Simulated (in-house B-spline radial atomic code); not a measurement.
Configurations of Si VI (Si5+), with energies counted from [He] 2s2 2p5. Method: scalar-relativistic (X2C) wB97X, spin-polarised, spherical fractional occupations, exact exchange averaged over the configuration, Fermi nucleus of rms radius 3.1224 fm. Calculated with a radial B-spline atomic code at the basis-set limit. Shells without spins written out take the highest spin.

```json
{"configuration": "[He] 2s1 2p6", "E - E(ref) (eV)": "44.506", "highest orbital": "2p down", "its <r> (bohr)": "0.5096"}
{"configuration": "[He] 2s2 2p4 3s1", "E - E(ref) (eV)": "124.14", "highest orbital": "3s up", "its <r> (bohr)": "1.509"}
{"configuration": "[He] 2s1 2p5 3p1", "E - E(ref) (eV)": "176.97", "highest orbital": "3p up", "its <r> (bohr)": "1.574"}
```

Problem. Order these further configurations by energy, lowest first.
A. [He] 2s2 2p4 3d1
B. [He] 2s2 2p4 3p1
C. [He] 2s1 2p5 3d1
D. [He] 2s1 2p5 3s1

Solution. B (134.58 eV), A (148.52 eV), D (166.43 eV), C (190.65 eV).
